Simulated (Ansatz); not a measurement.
`OCN1CO[SiH2]1`, relaxed with RKS PBE-D4/def2-SVP in Ansatz 0.2.0 from a rough embedded geometry. The force threshold is 0.03 eV/Å; the program also tests the step.

Total charge 0; spin multiplicity 1.

Start:

```xyz
13

O     0.055    2.278    0.455
C     0.409    0.938    0.812
N     0.326    0.059   -0.356
C    -1.132   -0.199   -0.597
O    -0.867   -1.540   -1.102
Si    0.596   -1.617   -0.285
H     0.462    2.301   -0.462
H    -0.260    0.631    1.681
H     1.474    0.961    1.224
H    -1.814   -0.135    0.178
H    -1.455    0.460   -1.478
H     0.453   -2.131    1.117
H     1.754   -2.006   -1.186
```

```tsv
step	energy (eV)	largest force (eV/Å)	largest move (Å)
1	-15627.7132	6.272	0.000
2	-15628.5501	1.095	0.194
3	-15628.6325	0.468	0.094
4	-15628.6658	0.260	0.086
5	-15628.6816	0.277	0.164
6	-15628.6935	0.106	0.087
7 (rejected)	-15628.6933	0.139	0.034
8	-15628.6952	0.037	0.017
9	-15628.6974	0.116	0.098
10	-15628.6984	0.066	0.017
11	-15628.6988	0.040	0.028
13	-15628.6998	0.044	0.049
15	-15628.6999	0.043	0.007
17 (rejected)	-15628.6976	0.252	0.142
19	-15628.7002	0.015	0.013
21 (rejected)	-15628.6986	0.157	0.147
23 (rejected)	-15628.7001	0.182	0.035
25	-15628.7014	0.156	0.075
27	-15628.7049	0.201	0.097
29	-15628.7124	0.123	0.107
31	-15628.7146	0.076	0.018
33 (rejected)	-15628.7146	0.068	0.016
34	-15628.7150	0.006	0.007
```

End:

```xyz
13

O     0.499    2.113   -0.102
C     0.261    1.143    0.908
N    -0.119   -0.152    0.431
C    -1.298   -0.354   -0.435
O    -0.897   -1.557   -1.125
Si    0.631   -1.531   -0.361
H     1.268    1.806   -0.620
H    -0.557    1.577    1.525
H     1.144    1.007    1.579
H    -2.240   -0.533    0.138
H    -1.453    0.492   -1.145
H     0.946   -2.742    0.472
H     1.814   -1.271   -1.266
```

Hardware: 2 threads of an AMD EPYC 7R13 on a shared host. Wall time 70 s, peak host memory 0.23 GiB.
